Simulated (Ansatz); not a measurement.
Several settings on one geometry of Zn2F2⁺ (that of the charge 1 doublet, PBE0-D4/def2-SVP). Ansatz on 4 threads of Arm Neoverse V1 on a shared host; times are rough.

```
atom   x (Å)   y (Å)   z (Å)
 Zn1   0.462   0.483   0.697
 Zn2  -1.330  -1.402  -2.022
  F3  -0.389  -0.430  -0.618
  F4   1.258   1.349   1.943
```

Totals from different functionals, basis sets or treatments of relativity can't be compared as stabilities.

The 6-31G sets use Cartesian d functions.

Problem. Give the basis size and estimate the energy, ⟨S²⟩ and time of these runs.

| run | method | charge | state | further keys |
| --- | --- | --- | --- | --- |
| 1 | UKS r2SCANh-D3(BJ)/6-31G* | 1 | doublet | scf: {omitted_lower_state_checks: [starts]}; forces asked |
| 2 | UKS SVWN5/def2-SVP | 1 | doublet | forces asked |
| 3 | ROKS PBEsol-D4/aug-cc-pVDZ | 1 | doublet | nuclear_model: gaussian; scf: {omitted_lower_state_checks: [starts]} |

Solution. 
| run | functions | energy (Eh) | ⟨S²⟩ | wall time |
| --- | --- | --- | --- | --- |
| 1 | 102 | -3757.4354 | 0.75 | 6.5 s |
| 2 | 90 | -3750.5155 | 0.75 | 1.7 s |
| 3 | 164 | -3754.2781 | – | 4.6 s |
